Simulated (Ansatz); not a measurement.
Relaxation of BClH₄O₂ (8 atoms, charge 0, multiplicity 1), to a largest force component of 0.03 eV/Å in at most 50 steps.

The calculation used Ansatz 0.2.0, RKS PBE0/def2-SVP.

```xyz
8
Properties=species:S:1:pos:R:3:forces:R:3
B -0.128 -0.301 0.029 0.11 -0.43 0.80
O 0.007 -0.561 1.379 -0.10 -0.12 -0.83
H -0.829 -0.497 1.851 0.00 -0.01 -0.01
O 0.926 -0.388 -0.801 -0.02 -0.02 -0.05
H 1.735 -0.670 -0.358 -0.07 0.05 0.06
Cl -1.714 0.083 -0.666 -0.01 -0.02 -0.02
H 0.108 2.025 0.564 -0.26 1.19 -1.36
H 0.237 1.637 1.153 0.36 -0.63 1.41
```

Question: Where does it end, and by what steps?

Answer: It converged. The force dipped under the threshold on the way, but the program's further checks kept it going. After 25 steps the energy has fallen by 0.216 eV; H7 moved furthest, 1.46 Å.

```csv
step,energy less start (eV),largest force component (eV/Å),accepted
0,0.0000,1.411,yes
1,-0.1402,0.454,yes
2,-0.1799,0.328,yes
3,-0.1948,0.115,yes
4,-0.1974,0.089,yes
5,-0.1984,0.079,yes
6,-0.1990,0.065,yes
7,-0.1996,0.053,yes
8,-0.1976,0.366,no
9,-0.2014,0.028,yes
10,-0.1939,0.680,no
11,-0.2025,0.063,yes
12,-0.2033,0.142,yes
13,-0.2034,0.326,yes
14,-0.2071,0.063,yes
15,-0.2097,0.069,yes
16,-0.2058,0.591,no
17,-0.2114,0.070,yes
18,-0.2122,0.183,yes
19,-0.2126,0.187,yes
20,-0.2144,0.027,yes
21,-0.2149,0.025,yes
22,-0.2150,0.177,yes
23,-0.2157,0.045,yes
24,-0.2159,0.032,yes
25,-0.2162,0.024,yes
```

```xyz
8
Properties=species:S:1:pos:R:3
B -0.189 -0.733 -0.186
O -0.007 -0.275 1.078
H -0.833 -0.085 1.534
O 0.858 -1.064 -0.965
H 1.698 -0.936 -0.507
Cl -1.822 -0.914 -0.859
H 0.285 3.040 1.604
H 0.353 2.297 1.451
```

Whether the end is a true minimum wasn't checked by a vibrational analysis.

Time of the run: 38 s on 1 thread of Intel(R) Xeon(R) 6975P-C (Granite Rapids), with other jobs on the host, peak memory 0.17 GiB.
